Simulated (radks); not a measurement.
Removal energies from neutral lanthanum, [Xe] 5d(3/2: 1, 5/2: 0) 6s2, by Delta-SCF beside the eigenvalue of the level emptied. Calculated with a radial shooting solver on a logarithmic mesh with Libxc functionals: Dirac Kohn-Sham, BLYP, spin-unpolarised, spherical densities, finite nucleus; Fermi nuclear charge, rms radius of each element as measured or else 0.836 A^(1/3) + 0.57 fm. Sub-shells are occupied by j as written (lower j first in brackets).

removed from                                      final configuration  Delta-SCF (eV)  -eigenvalue (eV)
6s1/2                                     [Xe] 5d(3/2: 1, 5/2: 0) 6s1           5.854             3.506
5d3/2                                                        [Xe] 6s2           6.301             2.977
5p3/2         [Kr] 4d10 5s2 5p(1/2: 2, 3/2: 3) 5d(3/2: 1, 5/2: 0) 6s2          25.866            21.314
5p1/2         [Kr] 4d10 5s2 5p(1/2: 1, 3/2: 4) 5d(3/2: 1, 5/2: 0) 6s2          28.545            23.837
